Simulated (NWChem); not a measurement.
System: CH3CoFO, quartet; SMILES [Co]([O]C)[F]

NWChem printed, in part:

```
             Northwest Computational Chemistry Package (NWChem) 7.3.0
             --------------------------------------------------------

 C1  symmetry detected

                             Geometry "geometry" -> ""
                             -------------------------

 Output coordinates in angstroms (scale by  1.889725989 to convert to a.u.)

  No.       Tag          Charge          X              Y              Z
 ---- ---------------- ---------- -------------- -------------- --------------
    1 Co                  27.0000    -0.00901378    -0.50563825     0.00017619
    2 F                    9.0000     0.02003899    -2.23976821    -0.00015760
    3 O                    8.0000    -0.02785678     1.19094147    -0.00103209
    4 C                    6.0000     0.02657962     2.56381378     0.00041105
    5 H                    1.0000     0.11668703     2.96266944     1.02851622
    6 H                    1.0000     0.89416786     2.93404548    -0.57794990
    7 H                    1.0000    -0.88445712     3.00301744    -0.44811452

 Effective nuclear repulsion energy (a.u.)     235.1850676430

                                 NWChem DFT Module
                                 -----------------

 Summary of "ao basis" -> "ao basis" (spherical)
 ------------------------------------------------------------------------------
       Tag                 Description            Shells   Functions and Types
 ---------------- ------------------------------  ------  ---------------------
 Co                          3-21g                  11       27   5s4p2d
 F                           3-21g                   5        9   3s2p
 O                           3-21g                   5        9   3s2p
 C                           3-21g                   5        9   3s2p
 H                           3-21g                   2        2   2s

            General Information
            -------------------
          SCF calculation type: DFT
          Wavefunction type:  spin polarized.
          No. of atoms     :     7
          No. of electrons :    53
           Alpha electrons :    28
            Beta electrons :    25
          Charge           :     0
          Spin multiplicity:     4
          Use of symmetry is: off; symmetry adaption is: off
          Maximum number of iterations: 150
          AO basis - number of functions:    60
                     number of shells:    32
          Convergence on energy requested:  1.00D-06
          Convergence on density requested:  1.00D-05
          Convergence on gradient requested:  5.00D-04

              XC Information
              --------------
                         B3LYP Method XC Potential
                     Hartree-Fock (Exact) Exchange  0.200
                        Slater Exchange Functional  0.800 local
                    Becke 1988 Exchange Functional  0.720 non-local
              Lee-Yang-Parr Correlation Functional  0.810
                  VWN I RPA Correlation Functional  0.190 local

             Grid Information
             ----------------
          Grid used for XC integration:  medium
          Radial quadrature: Mura-Knowles
          Angular quadrature: Lebedev.
          Tag              B.-S. Rad. Rad. Pts. Rad. Cut. Ang. Pts.
          ---              ---------- --------- --------- ---------
          Co                  1.35      112           9.0       590
          F                   0.50       49          11.0       434
          O                   0.60       49           7.0       434
          C                   0.70       49          11.0       434
          H                   0.35       45          12.0       434
          Grid pruning is: on
          Number of quadrature shells:   394
          Spatial weights used:  Erf1

      Superposition of Atomic Density Guess
      -------------------------------------

 Sum of atomic energies:       -1586.66790524

      Non-variational initial energy
      ------------------------------

 Total energy =   -1586.567853
 1-e energy   =   -2669.145937
 2-e energy   =     847.393016
 HOMO         =      -0.238178
 LUMO         =      -0.238142

     ---------------------------------------------
      Total Density - Mulliken Population Analysis
     ---------------------------------------------

    Atom       Charge   Shell Charges
 -----------   ------   -------------------------------------------------------
    1 Co  27    25.89   2.00  2.00  6.00  2.00  5.96  0.68  0.20  0.24  0.03  3.21  3.58
    2 F    9     9.73   1.98  0.46  2.66  1.52  3.11
    3 O    8     8.87   1.99  0.43  2.23  1.40  2.82
    4 C    6     6.16   1.99  0.40  1.40  1.03  1.35
    5 H    1     0.78   0.42  0.36
    6 H    1     0.78   0.42  0.36
    7 H    1     0.78   0.42  0.36

     --------------------------------------------
      Spin Density - Mulliken Population Analysis
     --------------------------------------------

    Atom       Charge   Shell Charges
 -----------   ------   -------------------------------------------------------
    1 Co  27     2.64   0.00  0.00  0.00  0.00  0.00  0.00  0.01  0.00  0.00  1.28  1.35
    2 F    9     0.04   0.00  0.00  0.02  0.00  0.01
    3 O    8     0.24   0.00  0.00  0.14  0.00  0.10
    4 C    6     0.01   0.00  0.00  0.01  0.00 -0.00
    5 H    1     0.03   0.01  0.02
    6 H    1     0.03   0.01  0.02
    7 H    1     0.03   0.01  0.01

[...]
```

Level: B3LYP/3-21G, spin-unrestricted. Coordinates come from a PBE0/def2-SVP, spin-unrestricted optimisation. No frequency run checked for a minimum. This spin state was assumed; another may lie lower. No stability test was run on the SCF state.

Problem. Write an input that gives this output.

Solution. One answer among several that fit: the input that was run:
```
start job
memory heap 200 mb stack 900 mb global 1100 mb
geometry units angstroms noautoz
  Co    -0.006148    -0.539980     0.000600
  F      0.019510    -2.274162    -0.001711
  O     -0.021753     1.156633     0.000875
  C      0.035340     2.529398     0.000222
  H      0.174710     2.927629     1.023058
  H      0.875335     2.898225    -0.618371
  H     -0.895029     2.970539    -0.404588
end
basis spherical
  * library 3-21g
end
dft
  odft
  mult 4
  xc b3lyp
  iterations 150
  mulliken
end
task dft energy
```
